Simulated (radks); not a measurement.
Results of a calculation; reference values are marked as such.
Valence configurations of B (all share [He]). Code: a radial shooting solver on a logarithmic mesh with Libxc functionals. Model: scalar-relativistic Kohn-Sham, r2SCAN, spin-polarised, spherical densities, finite nucleus; open shells are filled with parallel spins first; meta-GGA in the generalised Kohn-Sham scheme; Fermi nuclear charge, rms radius 2.406 fm. Energies are relative to 2s2 2p1; eigenvalues in eV for spin up.

valence      E (eV)  moment (Bohr magnetons)   e(2p)    e(2s)
2s2 2p1       0.000                        1  -4.029  -10.517
2s1 2p2       2.790                        3  -5.045  -11.689
2p3           9.377                        3  -5.444        -
2s0.5 2p2.5   6.100                        3  -5.256  -11.847
2s1.5 2p1.5   1.941                        2  -4.688  -11.315

NIST lists [He] 2s2 2p1 as the ground configuration; this level of theory agrees among the configurations tried. The energies are those of spherical high-spin densities, not of single terms.
